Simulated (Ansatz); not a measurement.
C3H4O, SMILES `C#COC` (charge 0, multiplicity 1).

Method: Ansatz (a first-principles code) with frozen-core CCSDT(Q)/6-31g // B3LYP-D3(BJ)/def2-TZVP.

Ansatz 0.2 input:
```yaml
crystal:
  periodic: [false, false, false]
  atoms:
    - { symbol: C, position_ang: [2.078932, 0.206877, -0.179128] }
    - { symbol: C, position_ang: [1.017225, -0.280654, 0.093429] }
    - { symbol: O, position_ang: [-0.114871, -0.83219, 0.399697] }
    - { symbol: C, position_ang: [-1.286065, -0.060714, 0.052841] }
    - { symbol: H, position_ang: [3.02478, 0.624653, -0.413639] }
    - { symbol: H, position_ang: [-1.267651, 0.894924, 0.577502] }
    - { symbol: H, position_ang: [-1.315211, 0.102316, -1.024853] }
    - { symbol: H, position_ang: [-2.137138, -0.655211, 0.372176] }
basis:
  gaussian: { orbitals: "6-31g" }
correlation:
  method: ccsdt_q
```

Output:

```
Functional definition: HF
996 factors; integrals over basis functions are off by at most 1.4e-7 eV
mean field evaluation 1: about -5185.0118 eV, gradient 2.3e1 eV
mean field evaluation 2: about -5185.0247 eV, gradient 2.3e1 eV
mean field evaluation 4: about -5186.5692 eV, gradient 3.9e0 eV
mean field evaluation 8: about -5186.6150 eV, gradient 3.4e-4 eV
mean field evaluation 16: about -5186.6024 eV, gradient 2.6e-1 eV
mean field -5186.61496564 eV, -190.6045843735 hartree, gradient 3.7e-6 eV, S^2 0.000000; 0 other end points of the search recorded, 0 dependent functions left out
4 core orbitals not correlated
reference -5186.61496564 eV, -190.6045843735 hartree; 11, 11 occupied and 29, 29 virtual orbitals, 996 factors
second order -10.52550238 eV of doubles, -0.00000000 eV of singles
cycle   1  -10.68458007 eV  change   -1.6e-1 eV  update   1.1e-1
cycle   2  -11.22928234 eV  change   -5.4e-1 eV  update   4.9e-2
cycle   3  -11.54382730 eV  change   -3.1e-1 eV  update   2.3e-2
cycle   4  -11.55336449 eV  change   -9.5e-3 eV  update   9.1e-3
cycle   5  -11.54581957 eV  change    7.5e-3 eV  update   3.7e-3
cycle   6  -11.55008720 eV  change   -4.3e-3 eV  update   1.4e-3
cycle   7  -11.55116938 eV  change   -1.1e-3 eV  update   5.5e-4
cycle   8  -11.55111019 eV  change    5.9e-5 eV  update   2.1e-4
cycle   9  -11.55108240 eV  change    2.8e-5 eV  update   7.8e-5
cycle  10  -11.55114636 eV  change   -6.4e-5 eV  update   3.5e-5
cycle  11  -11.55109368 eV  change    5.3e-5 eV  update   1.5e-5
cycle  12  -11.55108437 eV  change    9.3e-6 eV  update   4.9e-6
cycle  13  -11.55108616 eV  change   -1.8e-6 eV  update   2.0e-6
perturbative correction -0.04444247 eV, -0.0016332308 hartree
Total energy: -5198.21049427 eV, -191.0307121909 hartree
```
